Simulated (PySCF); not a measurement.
**Electron correlation in C⁺ (carbon, charge +1)**

[He] 2s2 2p1, 2P determinant. Computed with PySCF 2.14 in x2c-SVPall (3s2p1d, 14 functions), with the spin-free X2C one-electron Hamiltonian (Gaussian nucleus). Frozen: 1s2; 3 electrons correlated.

MP2 pair energies summed by pair of shells (mhartree):

```tsv
pair	energy	share (%)
2s-2s	-25.82	61.8
2s-2p	-15.99	38.2
```

Total MP2 correlation energy: -41.80 mhartree.

Same-spin part -2.37 and opposite-spin part -39.43 mhartree; SCS-MP2 scales them by 1/3 and 6/5 to -48.11 mhartree.

| level | correlation energy (mhartree) |
| --- | --- |
| CCSD | -66.64 |
| (T) | -0.74 |
| CCSD(T) | -67.38 |

Diagnostics: T1 = 0.0083, D1 = 0.0155, largest double amplitude 0.141.

Q: Is a single reference adequate?

A: Mostly. T1 lies below 0.03, but a double amplitude of this size points to a near-degeneracy that CCSD handles and MP2 describes poorly.
